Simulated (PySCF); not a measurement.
ClH2InO2, SMILES [OH][In]([OH])[Cl].

Geometry: PBE0-D3(BJ)/def2-SVP. The def2 effective core potentials stand for the cores of In; spin–orbit coupling is left out. One conformer was computed; it need not be the lowest.

Level of theory: M06-2X/def2-TZVPD run with PySCF.

Symmetry labels are those of the subgroup Cs that the program uses (full group Cs).

Computed valence orbital energies around the gap with their symmetry:
```json
[
 {"orbital": "HOMO−7", "symmetry": "A'", "energy (eV)": "-14.87"},
 {"orbital": "HOMO−6", "symmetry": "A'", "energy (eV)": "-12.91"},
 {"orbital": "HOMO−5", "symmetry": "A'", "energy (eV)": "-11.44"},
 {"orbital": "HOMO−4", "symmetry": "A\"", "energy (eV)": "-11.33"},
 {"orbital": "HOMO−3", "symmetry": "A'", "energy (eV)": "-11.13"},
 {"orbital": "HOMO−2", "symmetry": "A\"", "energy (eV)": "-10.81"},
 {"orbital": "HOMO−1", "symmetry": "A\"", "energy (eV)": "-10.62"},
 {"orbital": "HOMO", "symmetry": "A'", "energy (eV)": "-10.47"},
 {"orbital": "LUMO", "symmetry": "A'", "energy (eV)": "-1.77"},
 {"orbital": "LUMO+1", "symmetry": "A\"", "energy (eV)": "-0.70"},
 {"orbital": "LUMO+2", "symmetry": "A'", "energy (eV)": "0.21"},
 {"orbital": "LUMO+3", "symmetry": "A'", "energy (eV)": "0.38"}
]
```
